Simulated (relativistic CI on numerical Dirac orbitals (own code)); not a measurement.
**Mn3+ (3d4) in a crystal field**

Calculated by Dirac-Coulomb-Breit CI, KLI orbitals optimised for each configuration, model QED, valence Slater integrals scaled by 0.65, one configuration in a parametric crystal field (own radial code).

Field parameters in Wybourne normalisation: D4h B²₀ = −7Ds, B⁴₀ = 21(Dq − Dt), B⁴₄ = 21√(5/14) Dq. The field is a parameter set, without covalency.

S is read from ⟨S²⟩ = S(S + 1).

Levels (cm⁻¹, degeneracy): 0 (1), 11 (2), 42 (1), 42 (1), 1129 (1), 1129 (1), 1146 (2), 1151 (1), 5029 (1), 5043 (2), 7473 (2), 7539 (1).

**Question.** Which field gives this pattern?
A. D4h, 10Dq = 13000, Ds = 550, Dt = 650 cm⁻¹
B. D4h, 10Dq = 13000, Ds = 3000, Dt = 650 cm⁻¹
C. D4h, 10Dq = 13000, Ds = -1090, Dt = 650 cm⁻¹
D. D4h, 10Dq = 13000, Ds = 1360, Dt = 650 cm⁻¹

**Answer.** C. D4h, 10Dq = 13000, Ds = -1090, Dt = 650 cm⁻¹, ground level with S = 1.99.
